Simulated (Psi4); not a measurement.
A dimer, C5H5N ··· H6Si2 (SMILES c1ccncc1 and [SiH3][SiH3]); the first 11 atoms form monomer A.

```
19

C     -0.0007     1.1694     0.2189
C     -1.1934     0.4750     0.0713
C     -1.1387    -0.8906    -0.1835
N      0.0009    -1.5732    -0.2944
C      1.1396    -0.8953    -0.1508
C      1.1930     0.4700     0.1056
H     -0.0013     2.2334     0.4180
H     -2.1486     0.9767     0.1511
H     -2.0529    -1.4623    -0.3039
H      2.0545    -1.4708    -0.2451
H      2.1476     0.9677     0.2128
Si     0.3207    -6.2136    -2.6642
Si     0.6171    -4.9290    -4.6027
H     -0.9922    -5.9124    -2.0432
H      1.3898    -5.9149    -1.6805
H      0.3692    -7.6592    -2.9925
H      0.5687    -3.4833    -4.2744
H      1.9300    -5.2301    -5.2237
H     -0.4520    -5.2276    -5.5864
```

Question: What interaction energy does SAPT0/jun-cc-pVDZ, frozen core (Psi4 1.11) give, and which attractive term is the largest?

Answer: Total -2.12 kJ/mol: electrostatics -0.62, exchange 0.08, induction -0.16, dispersion -1.42. The most attractive term is dispersion.
